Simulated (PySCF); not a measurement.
State search for TlS

Unrestricted PBE0; PySCF, scalar-relativistic core potentials, basis sets Tl def2-SVP with ECP60, S def2-SVP. Outer shells of the fragments: Tl 5d10 6s2 6p1; S 3s2 3p4.

Followed along the bond (rough minima from three points):

```tsv
2Ms+1	unpaired	⟨S²⟩ at the start	R at minimum (Å)	Te (eV)
2	π ↑	0.75	2.62	0.00
2	σ ↑	0.76	2.41	0.21
4	σ ↑, π ↑↑	3.76	none in the scan	≤ 2.89
```

Solutions found at the starting distance of 2.415 Å, counted from the lowest of them; the search is not exhaustive and high or unbound solutions are not listed, so other states can lie among these:

| 2Ms+1 | unpaired | term | E (eV) | ⟨S²⟩ | ⟨Lz²⟩ | μ (D) |
| --- | --- | --- | --- | --- | --- | --- |
| 2 | π ↑ | ²Π | 0.00 | 0.75 | 1.01 | -2.23 |
| 2 | σ ↑ | ²Σ⁺ | 0.02 | 0.76 | 0.00 | -4.10 |
| 4 | σ ↑, π ↑↑ | mixed | 3.03 | 3.76 | 2.01 | 0.01 |
| 4 | σ ↑, π ↑↑ | mixed | 3.22 | 3.76 | 2.01 | -0.02 |
| 2 | σ ↑, π ↑↓ | mixed | 3.47 | 1.76 | 2.01 | 0.21 |
| 2 | σ ↓, π ↑↑ | mixed | 3.52 | 1.76 | 2.01 | 0.16 |
| 4 | π ↑↑↑ | ⁴Π | 4.06 | 3.76 | 1.00 | 3.37 |
| 4 | σ ↑↑, π ↑ | ⁴Π | 5.11 | 3.75 | 1.01 | 1.59 |
| 4 | σ ↑↑, π ↑ | ⁴Π | 6.98 | 3.76 | 1.01 | -3.01 |
| 4 | σ ↑↑↑ | ⁴Σ⁺ | 9.39 | 3.76 | 0.00 | -1.20 |

A term symbol is given only where ⟨S²⟩ and ⟨Lz²⟩ are close to those of a pure state; real π, δ and φ orbitals otherwise mix terms. A positive dipole means Tl(−)S(+).

Problem. Compare the gap between the two lowest followed solutions at the starting distance with the gap between their minima.

Solution. At PBE0 the second solution (doublet, unpaired electrons σ ↑) lies +0.02 eV from the first (doublet, unpaired electrons π ↑) at 2.415 Å and +0.21 eV at the minima; the two curves relax by different amounts, since their minima lie near 2.41 and 2.62 Å.

Spin–orbit coupling is left out, which matters for elements this heavy, above all for dissociation energies. Counting both spins, an empty level lies below a filled one in some of these solutions, because spin and occupation are held.
